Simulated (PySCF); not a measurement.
C4H10BN, SMILES C[C@H]1CCB1N. Coordinates come from a PBE-D3(BJ)/def2-SVP optimisation. The structure was generated by enumeration; whether it is a known compound was not checked. Other conformers were not sampled.

Computed equilibrium geometry at PBE-D3(BJ)/def2-SVP (PySCF confirms it by a frequency run) as Cartesian coordinates in Å (one conformer of several):
```xyz
16

C     -1.4864    -1.4351     0.1737
C     -0.1055    -0.8117     0.3334
C      0.8831    -0.7920    -0.8849
C      1.5084     0.5897    -0.4981
B      0.1632     0.7632     0.3385
N     -0.6531     1.8576     0.6361
H     -1.4390    -2.5276    -0.0270
H     -2.1042    -1.3000     1.0869
H     -2.0424    -0.9716    -0.6691
H      0.4323    -1.2752     1.1919
H      0.3147    -0.7132    -1.8361
H      1.5784    -1.6546    -0.9789
H      2.3986     0.4469     0.1501
H      1.7826     1.2841    -1.3177
H     -0.3871     2.8246     0.4465
H     -1.5756     1.7619     1.0630
```
Charge 0, spin multiplicity 1.
